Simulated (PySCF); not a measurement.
A species of formula C8H8 has this rotational fingerprint, computed with wB97X-D/def2-SVPD in PySCF (dipole) on a GFN2-xTB geometry, gas phase:

- Rotational constants: A = 5249, B = 1567, C = 1207 MHz
- Dipole components: |μa| = 0.16 D, |μb| = 0.01 D, |μc| = 0.00 D
- Inertial defect: 0.00 u·Å²
- κ: -0.82

**Question.** Which structure is it? (One computed conformer of each.)
A. `[CH:1]#[C:2][C:3]1=[CH:4][CH:5]=[CH:6][CH2:7][CH2:8]1` with C3–C4–C5–C6 15°, C5–C6–C7–C8 -32°, C6–C7–C8–C3 45°, C2–C3–C8–C7 150°
B. `C=C1C=CC=CC=C1`
C. `[CH:1]1=[CH:2][C@H:3]2[C@H:4]3[CH:5]=[CH:6][C@@H:7]1[C@@H:8]23` with C1–C2–C3–C4 -57°, C2–C3–C4–C5 0°, C3–C4–C5–C6 57°, C5–C6–C7–C8 15°
D. `[CH2:1]=[CH:2][c:3]1[cH:4][cH:5][cH:6][cH:7][cH:8]1` with C1–C2–C3–C4 0°

**Answer.** D. It is C=Cc1ccccc1, an asymmetric top, point group Cs. The candidates at the same level (rigid rotor, commonest isotopes):

| SMILES | A (MHz) | B (MHz) | C (MHz) | μa (D) | μb (D) | μc (D) | Δ (u·Å²) | point group | rotor |
| --- | --- | --- | --- | --- | --- | --- | --- | --- | --- |
| C=C1C=CC=CC=C1 | 3725 | 2037 | 1317 | 0.67 | 0.00 | 0.00 | 0.00 | C2v | asymmetric top |
| C#CC1=CC=CCC1 | 5053 | 1497 | 1191 | 0.82 | 0.40 | 0.02 | -13.44 | C1 | asymmetric top |
| C=Cc1ccccc1 | 5249 | 1567 | 1207 | 0.16 | 0.01 | 0.00 | 0.00 | Cs | asymmetric top |
| C1=CC2C3C=CC1C23 | 3489 | 3114 | 2369 | 0.00 | 0.19 | 0.12 | -93.79 | Cs | asymmetric top |

`C1=CC2C3C=CC1C23` has B 99 % too high; `C=C1C=CC=CC=C1` has B 30 % too high; `C#CC1=CC=CCC1` has B 5 % too low. In the right answer the mirror of this Cs structure is the ab plane, so μc vanishes by symmetry. No structure here is proved a minimum.
